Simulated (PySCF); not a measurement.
Two-photon absorption: `C=Cc1ccco1`, C$_{6}$H$_{6}$O

Molfile (atoms numbered from 1):
```
C6H6O
     RDKit          3D

 13 13  0  0  0  0  0  0  0  0999 V2000
   -2.5055    0.3774    0.2105 C   0  0  0  0  0  0  0  0  0  0  0  0
   -1.5833   -0.5119   -0.1831 C   0  0  0  0  0  0  0  0  0  0  0  0
   -0.1544   -0.3066   -0.1482 C   0  0  0  0  0  0  0  0  0  0  0  0
    0.8961   -1.1137   -0.5114 C   0  0  0  0  0  0  0  0  0  0  0  0
    2.0852   -0.3715   -0.2497 C   0  0  0  0  0  0  0  0  0  0  0  0
    1.6696    0.8274    0.2512 C   0  0  0  0  0  0  0  0  0  0  0  0
    0.3258    0.8732    0.3149 O   0  0  0  0  0  0  0  0  0  0  0  0
   -2.2154    1.3566    0.5992 H   0  0  0  0  0  0  0  0  0  0  0  0
   -3.5708    0.1462    0.1527 H   0  0  0  0  0  0  0  0  0  0  0  0
   -1.8907   -1.4881   -0.5699 H   0  0  0  0  0  0  0  0  0  0  0  0
    0.8167   -2.1198   -0.9173 H   0  0  0  0  0  0  0  0  0  0  0  0
    3.1140   -0.6850   -0.4116 H   0  0  0  0  0  0  0  0  0  0  0  0
    2.1970    1.7140    0.5936 H   0  0  0  0  0  0  0  0  0  0  0  0
  1  2  2  0
  2  3  1  0
  3  4  2  0
  4  5  1  0
  5  6  2  0
  6  7  1  0
  7  3  1  0
  1  8  1  0
  1  9  1  0
  2 10  1  0
  4 11  1  0
  5 12  1  0
  6 13  1  0
M  END
```

Computed with PySCF 2.14.0, TDDFT CAM-B3LYP/def2-TZVPD excited states, vertical, gas phase. Geometry: PBE0-D3(BJ)/def2-SVP.

Singlets 7 and 8 lie within 0.01 eV of each other, so their separate moments and overlaps can depend on how they mix.

**Question.** Give the one- and two-photon strengths of the lowest singlets.

**Answer.** δ for parallel linear polarisation; σ at the peak of a Lorentzian of half width 0.1 eV, single beam; Ω is circular over linear.
| state | E (eV) | f | photon λ (nm) | δ (au) | σ (GM) | Ω | main |
| --- | --- | --- | --- | --- | --- | --- | --- |
| S1 | 4.91 | 0.465 | 505 | 184 | 1.62 | 0.71 | HOMO→LUMO 0.98 |
| S2 | 5.65 | 0.012 | 439 | 29.7 | 0.35 | 1.50 | HOMO→LUMO+1 0.94 |
| S3 | 6.17 | 0.006 | 402 | 142 | 1.98 | 1.50 | HOMO→LUMO+2 0.94 |
| S4 | 6.32 | 0.004 | 392 | 775 | 11.34 | 0.69 | HOMO−1→LUMO 0.47, HOMO→LUMO+6 0.45 |
| S5 | 6.35 | 0.012 | 390 | 106 | 1.57 | 1.50 | HOMO→LUMO+3 0.95 |
| S6 | 6.84 | 0.009 | 362 | 10.2 | 0.17 | 1.50 | HOMO→LUMO+5 0.68, HOMO→LUMO+7 0.20 |

Among these, the strongest one-photon state is S1, the strongest two-photon state S4, with a dipole change of 0.8 D (relaxed, norm of the difference vector).
